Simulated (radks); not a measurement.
Isoelectronic series with 9 electrons, each ion in its NIST ground configuration. All-electron calculation, scalar-relativistic Kohn-Sham, BLYP, spin-polarised, spherical densities, point nucleus; open shells are filled with parallel spins first. Program: a radial shooting solver on a logarithmic mesh with Libxc functionals. Total energies (hartree) and mean radii <r> (bohr):

ion   configuration  E (hartree)  2p down   2p up  2s down   2s up
F      [He] 2s2 2p5    -99.85198    1.130   1.089    1.011  0.9987
Ne+    [He] 2s2 2p5   -128.31246   0.8943  0.8758   0.8692  0.8610
Mg3+   [He] 2s2 2p5   -196.60990   0.6455  0.6384   0.6743  0.6701
Al4+   [He] 2s2 2p5   -236.44395   0.5687  0.5637   0.6058  0.6025
Si5+   [He] 2s2 2p5   -280.07212   0.5087  0.5050   0.5498  0.5472
P6+    [He] 2s2 2p5   -327.49949   0.4605  0.4575   0.5031  0.5010
S7+    [He] 2s2 2p5   -378.73221   0.4207  0.4184   0.4638  0.4620
Cl8+   [He] 2s2 2p5   -433.77737   0.3874  0.3854   0.4300  0.4286
Ar9+   [He] 2s2 2p5   -492.64282   0.3590  0.3574   0.4009  0.3996
K10+   [He] 2s2 2p5   -555.33714   0.3345  0.3331   0.3753  0.3743
